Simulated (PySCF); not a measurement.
# Computed properties of BiHF2, SMILES [F][BiH][F]

BiHF₂, SMILES [F][BiH][F]. Geometry: PBE0-D3(BJ)/def2-TZVP. The def2 effective core potentials stand for the cores of Bi; spin–orbit coupling is left out. One conformer was computed; it need not be the lowest. All values are computed for the isolated molecule unless a solvent is named; none is compared with measurement here.

**Structure.** The optimised structure has Cs symmetry. All 6 harmonic modes at PBE0-D3(BJ)/def2-TZVP (PySCF) are real, so it is a minimum. With heavy atoms numbered as in [BiH:1]([F:3])[F:4], the shortest bond between them is Bi1–F3 at 2.003 Å and the longest Bi1–F4 at 2.003 Å.

**Vibrations.** The strongest infrared lines (harmonic, unscaled, degenerate partners summed) lie at 1800 cm⁻¹ (297 km/mol, H 99 %), 566 cm⁻¹ (107 km/mol, F 91 %, Bi 9 %), 582 cm⁻¹ (82 km/mol, F 90 %, Bi 9 %). The softest mode is at 172 cm⁻¹ and the zero-point energy is 6.2 kcal/mol.

**Electronic structure.** r2SCAN/def2-TZVPD (PySCF) places the frontier levels at -7.58 and -2.28 eV, a gap of 5.30 eV, and gives a dipole moment of 4.23 D and a mean polarisability of 43.6 bohr³.

**Excitations.** TDA-M06-2X/def2-SVPD (PySCF) has S1 at 5.55 eV (223 nm, f = 0.019, weak); the most intense of the 10 singlets computed lies at 7.52 eV (f = 0.45). T1 (TDA) is at 4.77 eV, 0.78 eV under S1. No vertical singlet excitation falls in the visible range (under 3.1 eV).
